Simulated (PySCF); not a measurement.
Gas-phase equilibrium of 1 mol H₂S, 4.7 mol SO₂ at 1400 K and 0.133 bar, among 21 species (S₂O, SO₂, O₂, O, S₂, S₆, HO₂, H₂S₂, H₂O, H, H₂O₂, H₂S, O₃, SO, SH, H₂, S₈, S, SO₃, H₂SO₄, OH). Only gases are allowed; each row takes one source of thermochemistry for all species, and Cantera finds the minimum.

Method: PySCF energies (xtb for GFN2) plus ideal-gas RRHO corrections (1 bar). † marks an energy on the PBE0/def2-TZVP geometry and frequencies; other levels use their own. MP2 freezes the core. Open shells (unrestricted) among the columns below: S₂ (multiplicity 3), SO (multiplicity 3); the rest are closed-shell singlets. GFN2 has no spin-polarisation term. MP2 isn't extrapolated to the basis-set limit. The harmonic model lacks anharmonicity and excited electronic states, which grow with temperature; levels with a mode under 35 cm⁻¹ are left out.

Molecules larger than those listed are left out.

Mole fractions:

```json
[
 {"thermochemistry": "BLYP/def2-TZVP†", "x SO₂": "0.70", "x H₂O": "0.14", "x S₂": "0.11", "x H₂": "0.026", "x S₂O": "0.0026", "x H₂S": "0.0032", "x SO": "0.019"},
 {"thermochemistry": "GFN2-xTB", "x SO₂": "0.72", "x H₂O": "0.12", "x S₂": "0.094", "x H₂": "0.028", "x S₂O": "0.015", "x H₂S": "0.018", "x SO": "2.7e-5"},
 {"thermochemistry": "MP2/def2-TZVPP†", "x SO₂": "0.71", "x H₂O": "0.16", "x S₂": "0.12", "x H₂": "0.0069", "x S₂O": "0.0039", "x H₂S": "0.0055", "x SO": "0.0020"},
 {"thermochemistry": "PBE/def2-TZVP†", "x SO₂": "0.71", "x H₂O": "0.15", "x S₂": "0.11", "x H₂": "0.017", "x S₂O": "0.0057", "x H₂S": "0.0048", "x SO": "0.0073"},
 {"thermochemistry": "r2SCAN/def2-TZVP†", "x SO₂": "0.70", "x H₂O": "0.15", "x S₂": "0.11", "x H₂": "0.012", "x S₂O": "0.0019", "x H₂S": "0.0029", "x SO": "0.014"},
 {"thermochemistry": "LDA/def2-TZVP†", "x SO₂": "0.72", "x H₂O": "0.14", "x S₂": "0.089", "x H₂": "0.011", "x S₂O": "0.025", "x H₂S": "0.021", "x SO": "0.00070"}
]
```
The most sensitive of these is SO: it spans a factor of 10^2.8 over these rows; at this temperature one factor of ten is RT ln 10 = 27 kJ/mol.
